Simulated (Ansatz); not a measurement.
A structure relaxed at PBE0-D4/def2-TZVP, charge 0, multiplicity 1:

| atom | x (Å) | y (Å) | z (Å) |
| --- | --- | --- | --- |
| F1 | -0.8446 | -0.1778 | 1.9206 |
| C2 | 0.2806 | -0.0752 | 1.1179 |
| Sn3 | -0.3276 | 0.0592 | -0.9522 |
| F4 | 1.3622 | 0.2079 | -1.8739 |
| H5 | 0.8407 | 0.8165 | 1.4076 |
| H6 | 0.9068 | -0.9563 | 1.2739 |
| H7 | -1.0445 | -1.3609 | -1.5592 |
| H8 | -1.1736 | 1.4864 | -1.3348 |

Problem. Give its formula and SMILES.

Solution. CH4F2Sn, `F[CH2][SnH2][F]`.

Problem. Point group (tolerance 0.08 Å, 0.16 Å for H)?

Solution. Cs.

Problem. Summarise the bond lengths by kind.

Solution. 1 × C–F 1.386 Å; 1 × C–Sn 2.162 Å; 2 × C–H 1.092 Å; 1 × F–Sn 1.931 Å; 2 × H–Sn 1.703 Å.

Program: Ansatz 0.2.0.
